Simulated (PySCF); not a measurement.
This PySCF input asks for the NMR shieldings of H$_{2}$K$_{2}$O$_{2}$; the geometry comes from PBE0-D3(BJ)/def2-SVP.

```python
import basis_set_exchange as bse
import numpy as np
from pyscf import gto, dft
from pyscf.prop import nmr

atoms = """
K     1.243561    1.102606    0.476842
O     0.061071   -0.733710    1.543348
K    -1.236562   -1.107956   -0.478380
O    -0.067568    0.738697   -1.541422
H     0.087805   -1.141144    2.413408
H    -0.088296    1.141517   -2.413796
"""
names = dict.fromkeys(["K", "O", "H"], "pcSseg-1")
basis = {el: gto.basis.parse(bse.get_basis(n, elements=[el], fmt="nwchem")) for el, n in names.items()}
mol = gto.M(atom=atoms, basis=basis, charge=0, verbose=0)
mf = dft.RKS(mol, xc="PBE0")
mf.grids.level = 2
mf.grids.alignment = dft.numint.BLKSIZE   # the property module wants whole blocks of grid points
mf.conv_tol = 1e-9
mf.kernel()

calc = nmr.RKS(mf)   # GIAO
C = mf.mo_coeff
Co = C[:, mf.mo_occ > 0]
resp = mf.gen_response(singlet=True, hermi=2)
def vind(x):   # induced exchange potential for any number of trial vectors
    d = np.einsum("pi,xij,qj->xpq", C, 2 * x.reshape(-1, C.shape[1], Co.shape[1]), Co, optimize=True)
    return np.einsum("xpq,pi,qj->xij", resp(d - d.transpose(0, 2, 1)), C, Co, optimize=True).ravel()
mo1, _ = nmr.rhf.solve_mo1(calc, with_cphf=vind)
sigma = calc.kernel(mo1)
for i, s in enumerate(sigma):   # ppm
    print("%2d %-2s %9.2f" % (i, mol.atom_pure_symbol(i), np.trace(s) / 3))
```

Task: What does it print?

Result: 
```
 0 K    1214.47
 1 O     335.81
 2 K    1214.26
 3 O     336.13
 4 H      33.09
 5 H      33.10
```

These numbers come from an equivalent density-fitted implementation of the same equations, which agrees with the script to about 0.01 ppm for H and up to a few tenths of a ppm for heavy atoms, so last digits may differ.

Size and cost of the density-fitted run: 120 basis functions, 5.7 s wall time on 1 thread of an Arm Neoverse V2, shared host.
